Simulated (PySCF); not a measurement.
# Reading the logs of faulty runs: GeH6O2Si

These are calculations, not measurements. They come from PySCF 2.14.0, an open-source quantum chemistry program, on an isolated molecule that a program drew, which may never have been made. The molecule is GeH6O2Si (charge 0, singlet), drawn as the SMILES string `[OH][GeH2][O][SiH3]`.

Each row is a Hartree-Fock (HF) and frozen-core CCSD(T) single point in the cc-pV(D+d)Z basis, meant for a local HF minimum. Run 1 is clean. Each other run has one planted mistake out of seven kinds, and not every kind appears here: one electron removed, one electron added, multiplicity raised by two, geometry at a saddle point, minimal basis STO-3G, one bond length entered in bohr, all coordinates scaled. The reference is restricted for singlets and unrestricted otherwise, and also for a bond in bohr. Adding or removing an electron swaps singlet and doublet. Electrons count all cores. HOMO and LUMO are orbital energies over both spins, the gradient is its largest component, and the lowest frequency (negative if imaginary) is given only where the gradient is small. Bond lengths are over the 9 bonds as drawn. T1 is the CCSD diagnostic: over 0.02 (restricted) or 0.045 (unrestricted) a single reference is doubtful. Germanium has the cc-pVDZ-PP basis, with a core potential (ECP10MDF) in place of its 10 inner electrons, and its 3s, 3p and 3d shells are frozen in CCSD(T).

Geometry of the clean run:
```xyz
10
GeH6O2Si, angstrom
O    -0.1205   -0.6884   -1.6012
Ge    0.0667   -1.5071   -0.0456
O     0.1729   -0.2845    1.2267
Si   -0.5926    1.0297    1.8375
H     0.6084   -0.1475   -1.8702
H    -1.1974   -2.3285    0.1321
H     1.3728   -2.2842    0.0193
H    -0.1756    2.2550    1.1195
H    -0.2410    1.1650    3.2663
H    -2.0622    0.8861    1.7119
```

| run | electrons | basis functions | <S^2> | HOMO (eV) | LUMO (eV) | gradient (hartree/bohr) | lowest frequency (cm^-1) | mean bond (Å) | longest bond (Å) | T1 | HF (hartree) | CCSD(T) (hartree) | mistake |
|---|---|---|---|---|---|---|---|---|---|---|---|---|---|
| 1 | 68 | 104 | 0.000 | -12.09 | 3.85 | 2.3e-06 | 33 | 1.5111 | 1.768 | 0.0128 | -735.61814 | -736.24606 | no fault |
| 2 | 69 | 104 | 0.758 | 3.10 | 8.28 | 2.9e-02 | - | 1.5111 | 1.768 | 0.0199 | -735.48942 | -736.14630 | one electron added |
| 3 | 68 | 104 | 0.000 | -11.97 | 3.61 | 2.7e-02 | - | 1.5640 | 1.830 | 0.0140 | -735.60613 | -736.24231 | ? |
| 4 | 67 | 104 | 0.764 | -17.89 | -7.68 | 9.5e-02 | - | 1.5111 | 1.768 | 0.0495 | -735.24617 | -735.84724 | ? |

**Which mistake was planted in run 3, and what did it cost?**

The mean and the longest bond both change by the same factor, 1.035, and the gradient is no longer small. So the mistake is: all coordinates scaled. Subtracting run 1 and multiplying by 627.51 kcal/mol a hartree, the energy moved by 7.5 kcal/mol in HF and 2.4 kcal/mol in CCSD(T).

**Which mistake was planted in run 4, and what did it cost?**

It counts 67 electrons, one fewer than the clean run, at the same geometry and basis. So the mistake is: one electron removed. Subtracting run 1 and multiplying by 627.51 kcal/mol a hartree, the energy moved by 233.4 kcal/mol in HF and 250.3 kcal/mol in CCSD(T).

Cautions from the logs. Run 2: the HOMO is above zero, so the electron isn't bound and the energy depends on the basis; run 4: T1 is over the limit, so its CCSD(T) energy is less reliable.
